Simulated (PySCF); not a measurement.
Structure problem from calculated spectra and properties.

Formula: C6H6F2.

* 13C NMR: chemical shifts (computed TMS as zero) by class: 167.8 (1 C), 141.2 (1 C), 132.5 (1 C), 115.5 (1 C), 84.0 (1 C), 31.7 (1 C) ppm [GIAO PBE0/pcSseg-1]
* Rotational structure: rotational constants A, B, C: 2.838, 2.146, 1.384 GHz [GFN2-xTB]
* NMR, other nuclei: isotropic shieldings of nuclei other than C and H, by class: 282 (1 F), 354 (1 F) ppm [GIAO PBE0/pcSseg-1]
* 1H NMR: chemical shifts (computed TMS as zero) by class: 6.52 (1 H), 6.43 (1 H), 5.97 (1 H), 5.71 (1 H), 3.22 (1 H), 2.93 (1 H) ppm [GIAO PBE0/pcSseg-1]
* Polarisability: 67.6 au [CAM-B3LYP/def2-SVPD]
* UV, first state: lowest singlet excitation: 6.54 eV (190 nm, f = 0.048) [TDDFT CAM-B3LYP/def2-SVPD]

Gas-phase values; electronic properties from PySCF, density fitting. Levels stand in brackets. Geometry: GFN2-xTB, one conformer, isolated molecule. Each NMR value is the plain mean over a class of atoms that symmetry, rotation or inversion makes alike.

Question: Give a SMILES that accounts for the data.

Answer: Numbering: `[F:1][C:2]1=[CH:3][CH2:4][CH:5]=[CH:6][C@@H:7]1[F:8]`. Its formula, C6H6F2, gives 3 degrees of unsaturation: 1 ring and 2 π bonds in the structure found. 6 carbons fall into 6 classes; from least to most shielded: vinylic C–F carbon [C2] (167.8 ppm), alkene CH carbon [C5] (141.2 ppm), alkene CH carbon [C6] (132.5 ppm), alkene CH carbon [C3] (115.5 ppm), sp3 C–F carbon [C7] (84.0 ppm), allylic carbon [C4] (31.7 ppm). Hydrogen classes from least to most shielded: 1 H on an alkene CH carbon, C5 (6.52 ppm), 1 H on an alkene CH carbon, C6 (6.43 ppm), 1 H on an alkene CH carbon, C3 (5.97 ppm), 1 H on an sp3 C–F carbon, C7 (5.71 ppm), 1 H on an allylic carbon, C4 (3.22 ppm), 1 H on an allylic carbon, C4 (2.93 ppm). The other shieldings belong to: 282 ppm, vinyl fluorine [F1]; 354 ppm, alkyl fluorine [F8]. The optimised geometry has point group C1 and is an asymmetric top. Structure: `FC1[C@@H](F)C=CCC=1`. Computed isomers that give other values at the same levels: `C=C(F)/C=C/C=C\F` (lowest singlet excitation: 4.90 eV (253 nm, f = 1.079)); `C=C(F)/C=C\C=C/F` (13C chemical shifts (computed TMS as zero) by class: 176.0 (1 C), 161.8 (1 C), 129.1 (1 C), 125.3 (1 C), 116.0 (1 C), 104.2 (1 C) ppm); `C=C/C=C(/F)C(=C)F` (13C chemical shifts (computed TMS as zero) by class: 168.9 (1 C), 159.8 (1 C), 138.0 (1 C), 129.2 (1 C), 122.5 (1 C), 102.3 (1 C) ppm). The assignments are read from this structure; whether some other isomer fits the data as well wasn't checked. The mirror image fits equally.
